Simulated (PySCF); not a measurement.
# Zn+ (zinc, charge +1) across methods

[Ar] 3d9 4s1 4p1, one real determinant (an excited configuration). Computed with PySCF 2.14 in aug-cc-pwCVTZ-PP with ECP10MDF (8s8p7d4f3g, 122 functions), with a scalar-relativistic core potential.

```
 method  E (hartree)  mean ε 3d β (eV)  mean ε 4s α (eV)  mean ε 4p α (eV)  Σ⟨r²⟩ (bohr²)   ⟨S²⟩
 r2SCAN    -226.1945           -27.496           -18.016           -11.060          26.95  3.752
    PBE    -226.2835           -27.292           -17.586           -10.711          27.29  3.751
  HSE06    -226.2439           -29.988           -18.387           -11.334          27.20  3.751
   PBE0    -226.2492           -30.419           -18.764           -11.746          27.19  3.751
    LDA    -225.8619           -27.427           -17.865           -10.733          27.22  3.750
wB97X-V    -226.2448           -32.933           -21.105           -13.844          27.32  3.750
 M06-2X    -226.3781           -34.072           -19.636           -12.541          27.30  3.751
    UHF   -225.28797           -38.834           -21.748           -14.474          27.39  3.751
```

⟨L²⟩ = 8.02 against 12 for a pure F term, so this real determinant mixes terms. Energies and moments cover only the electrons outside the core potential.
